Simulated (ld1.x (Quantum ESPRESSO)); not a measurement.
## tin: excitation energies, all-electron against PAW

tin (Sn), PAW, made with ld1.x (Quantum ESPRESSO) 7.5 (PW91, scalar-relativistic). Core [Kr], reference 4d10 5s2 5p2. Waves: 5s (bound): rcut 2.20, rcutus 2.40 bohr; 5s channel at -0.25 Ry: rcut 2.20, rcutus 2.40 bohr; 5p (bound): rcut 1.75, rcutus 2.20 bohr; 5p channel at 1.95 Ry: rcut 1.75, rcutus 2.20 bohr; 4d (bound): rcut 1.50, rcutus 1.60 bohr; 4d channel at -0.9 Ry: rcut 1.50, rcutus 1.60 bohr. Local part: all-electron potential smoothed inside 2.25 bohr (lloc = -1). Core correction: Bessel-smoothed model core inside 1.60 bohr. Augmentation charge: BESSEL, radius 1.40 bohr.

Energies are relative to the spin-unpolarised reference configuration 4d10 5s2 5p2; without spin polarisation the order of configurations can differ from experiment.

| valence configuration | charge | ΔE all-electron (eV) | error AE − PS (meV) |
| --- | --- | --- | --- |
| 4d10 5s2 5p1 | +1 | 6.932 | -1.6 |
| 4d10 5s2 5p0 | +2 | 20.963 | -5.6 |
| 4d10 5s1 5p0 | +3 | 52.036 | -13 |
| 4d9 5s2 5p2 | +1 | 32.738 | -53 |
| 4d10 5s2 5p2.3 | -0.3 | -0.862 | +0.2 |
| 4d10 5s1 5p2 | +1 | 14.610 | -0.8 |
| 4d9 5s2 5p3 | 0 | 24.456 | -52 |

Levels in the configuration 4d10 5s2 5p1:

```json
{"level": "4d", "all-electron (eV)": "-33.866", "pseudo (eV)": "-33.866"}
{"level": "5s", "all-electron (eV)": "-17.908", "pseudo (eV)": "-17.908"}
{"level": "5p", "all-electron (eV)": "-10.324", "pseudo (eV)": "-10.324"}
```
